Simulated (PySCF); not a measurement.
F3Si, SMILES F[Si](F)F, multiplicity 2. Atoms are numbered in the order given.

```xyz
4

F      1.2796     0.7388    -0.1944
Si     0.0000     0.0000     0.3750
F     -1.2796     0.7388    -0.1944
F      0.0000    -1.4776    -0.1944
```
Charge 0, spin multiplicity 2.

Geometry: r2SCAN-D4/def2-TZVP. The isomer is the one that the SMILES or the coordinates give; other isomers of the formula were not compared.

These are TDA-PBE/def2-SVPD run with PySCF values and carry that method's errors.

Vertical excitations; the highest root listed may be one member of a degenerate set. 

```csv
state,energy (eV),λ (nm),f,main pairs
root 1,5.87,211,0.000,β HOMO→LUMO 100 %
root 2,6.28,197,0.001,β HOMO−1→LUMO (degenerate set)
root 3,6.28,197,0.001,β HOMO−2→LUMO (degenerate set)
root 4,6.61,187,0.094,"α HOMO→LUMO+1, β HOMO−4→LUMO (degenerate set)"
root 5,6.61,187,0.094,"α HOMO→LUMO, β HOMO−3→LUMO (degenerate set)"
root 6,6.87,180,0.001,"α HOMO→LUMO+2 94 %, β HOMO−5→LUMO 6 %"
root 7,7.02,177,0.073,"α HOMO→LUMO, β HOMO−3→LUMO (degenerate set)"
root 8,7.02,177,0.073,"α HOMO→LUMO+1, β HOMO−4→LUMO (degenerate set)"
root 9,7.61,163,0.056,"α HOMO→LUMO+2 6 %, β HOMO−5→LUMO 91 %"
root 10,8.11,153,0.130,α HOMO→LUMO+3 99 %
```
Unrestricted roots are not spin-pure.
